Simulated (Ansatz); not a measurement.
`NB1[SiH2]S1` and `[NH2][Al]1[SiH2][S]1` differ in one element.

Ansatz, PBE0-D4/def2-TZVP geometries, multiplicity 1. Each molecule was computed in one conformer, which needn't be the lowest.

```json
{"property": "HOMO–LUMO gap (PBE0/def2-TZVPP) / eV", "`NB1[SiH2]S1`": "6.58"}
{"property": "ideal-gas entropy at 298 K and 1 bar (rigid rotor, harmonic PBE0-D4/def2-TZVP) / J/(mol·K)", "`NB1[SiH2]S1`": "305"}
{"property": "HOMO–LUMO gap (PBE/def2-TZVPP) / eV", "`NB1[SiH2]S1`": "4.61"}
{"property": "size of the dipole moment (PBE/def2-TZVPP) / D", "`NB1[SiH2]S1`": "2.54"}
{"property": "LUMO energy (B3LYP/def2-TZVPP) / eV", "`NB1[SiH2]S1`": "-0.49"}
{"property": "zero-point energy (PBE0-D4/def2-TZVP) / kJ/mol", "`NB1[SiH2]S1`": "131.2"}
```

Task: What does the change do to each property? (Best estimate.)

Result: Computed: 
```json
{"property": "HOMO–LUMO gap (PBE0/def2-TZVPP) / eV", "`[NH2][Al]1[SiH2][S]1`": "5.42", "shift": "-1.16"}
{"property": "ideal-gas entropy at 298 K and 1 bar (rigid rotor, harmonic PBE0-D4/def2-TZVP) / J/(mol·K)", "`[NH2][Al]1[SiH2][S]1`": "334", "shift": "29"}
{"property": "HOMO–LUMO gap (PBE/def2-TZVPP) / eV", "`[NH2][Al]1[SiH2][S]1`": "3.64", "shift": "-0.97"}
{"property": "size of the dipole moment (PBE/def2-TZVPP) / D", "`[NH2][Al]1[SiH2][S]1`": "3.09", "shift": "0.55"}
{"property": "LUMO energy (B3LYP/def2-TZVPP) / eV", "`[NH2][Al]1[SiH2][S]1`": "-1.28", "shift": "-0.79"}
{"property": "zero-point energy (PBE0-D4/def2-TZVP) / kJ/mol", "`[NH2][Al]1[SiH2][S]1`": "118.2", "shift": "-13.0"}
```

With PBE0 the HOMO rises by 0.45 eV and the LUMO falls by 0.71 eV, so the gap narrows by about 1.16 eV. PBE moves the HOMO by 0.37 eV and ωB97M-V by 0.55 eV. Dipoles are sizes alone; their direction can turn.

B3LYP here is the variant with VWN-RPA as its local correlation; programs differ in this.
